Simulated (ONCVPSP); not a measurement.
Configuration tests for Ba (Z = 56) (ONCV)

barium, optimised norm-conserving Vanderbilt (ONCV), made with ONCVPSP 4.0.1 (PBEsol, scalar-relativistic). Core [Kr] 4d10, reference 5s2 5p6 6s1.5 (charge +0.5). Waves: 5s+6s: rc 2.75 bohr, ncon 3, nbas 8, qcut 5.1 1/bohr, 2 projectors; 5p: rc 3.25 bohr, ncon 5, nbas 10, qcut 4.8 1/bohr, 2 projectors, debl 0.4 Ha; d scattering state at 0.02 Ha: rc 3.35 bohr, ncon 4, nbas 8, qcut 3 1/bohr, 1 projector. Local part: polynomial inside 2.50 bohr (lpopt 4, dvloc0 1 Ha). Core correction: Teter function, fcfact 2.25, rcfact 1.55.

In the p channel the program set the typed energies aside and used -0.788, 0.250 Ha. In the d channel the program set the typed energies aside and used -0.163 Ha.

Energies are relative to the spin-unpolarised reference configuration 5s2 5p6 6s1.5; without spin polarisation the order of configurations can differ from experiment.

```
valence configuration  charge  ΔE all-electron (eV)  error AE − PS (meV)
          5s2 5p6 6s1      +1                 3.235                 -0.4
          5s2 5p6 6s0      +2                13.129                 -3.0
```

**Question.** What are ΔE and the potential's error for 5s2 5p6 6s0 6p2?

**Answer.** ΔE = 2.023 eV all-electron; the error (AE − PS) is -0.5 meV.

**Question.** What are ΔE and the potential's error for 5s2 5p6 6s2?

**Answer.** ΔE = -2.147 eV all-electron; the error (AE − PS) is +0.2 meV.

Levels in the configuration 5s2 5p6 6s0 6p2:

```json
{"level": "5s", "all-electron (eV)": "-35.947", "pseudo (eV)": "-35.949"}
{"level": "5p", "all-electron (eV)": "-20.916", "pseudo (eV)": "-20.912"}
{"level": "6p", "all-electron (eV)": "-2.133", "pseudo (eV)": "-2.133"}
```
